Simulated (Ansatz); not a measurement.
Reaction (redistribution): `C[SiH](N)NC#N` + `O[SiH2][AlH][Cl]` → `C[SiH](N)[AlH][Cl]` + `N#CN[SiH2]O`

Computed with Ansatz on PBE0-D4/def2-TZVP structures; ΔE is electronic, products minus reactants. CBS: MP2 limit from def2 TZ/QZ plus the TZ coupled-cluster correction, frozen cores. Functionals use def2-TZVPP. B3LYP here is the variant with VWN-RPA as its local correlation; programs differ in this. One conformer a species, not always the lowest.

`C[SiH](N)NC#N`:

```xyz
13

C    -0.960   -0.723    1.031
Si    0.590   -0.091    0.238
N     1.465   -1.149   -0.771
N     0.077    1.242   -0.794
C    -1.018    1.970   -0.615
N    -1.988    2.575   -0.438
H    -0.720   -1.523    1.734
H    -1.654   -1.116    0.284
H    -1.475    0.071    1.577
H     1.576    0.370    1.249
H     2.362   -1.506   -0.492
H     1.040   -1.706   -1.494
H     0.704    1.585   -1.508
```

`O[SiH2][AlH][Cl]`:

```xyz
8

O    -0.113   -0.040   -1.884
Si   -0.578    0.720   -0.489
Al    0.496   -0.417    1.404
Cl    1.550   -2.127    0.734
H     0.368   -0.863   -1.781
H    -0.193    2.156   -0.581
H    -2.065    0.693   -0.360
H     0.533   -0.121    2.957
```

`C[SiH](N)[AlH][Cl]`:

```xyz
12

C    -1.011   -1.144   -0.757
Si   -0.277    0.082    0.455
N    -0.813    1.674    0.027
Al    2.177    0.084    0.405
Cl    3.122   -1.784    0.124
H    -0.718   -0.912   -1.783
H    -2.103   -1.132   -0.702
H    -0.675   -2.157   -0.523
H    -0.716   -0.364    1.822
H    -0.342    2.477    0.414
H    -1.802    1.857   -0.048
H     3.159    1.319    0.565
```

`N#CN[SiH2]O`:

```xyz
9

N     1.591    2.351   -0.174
C     1.148    1.386    0.283
N     0.598    0.281    0.780
Si   -0.802   -0.495    0.069
O    -0.453   -1.484   -1.184
H     1.158   -0.193    1.474
H    -1.339   -1.365    1.131
H    -1.682    0.618   -0.347
H    -0.218   -1.100   -2.030
```

(1) Is it downhill or uphill in electronic energy at CCSD(T)/CBS, and by how much? (An estimate is asked.)

(2) What do these levels give: PBE-D4, PBE0-D4, B3LYP-D4, ωB97X-V, B2PLYP, PBE, r2SCAN, HF/def2-TZVPP, CCSD/def2-TZVPP, HF/def2-QZVPP, MP2/CBS(def2), CCSD/CBS(def2)? (An estimate is asked.)

Largest T1 diagnostic among the species: 0.013.

Answers

(1) Computed: Uphill: ΔE = +2.1 kcal/mol.

(2) Ansatz gave: PBE-D4 2.5, PBE0-D4 2.4, B3LYP-D4 2.4, ωB97X-V 2.4, B2PLYP 1.7, PBE 2.1, r2SCAN 2.8, HF/def2-TZVPP 1.4, CCSD/def2-TZVPP 1.6, HF/def2-QZVPP 1.4, MP2/CBS(def2) 2.0, CCSD/CBS(def2) 2.0 kcal/mol.
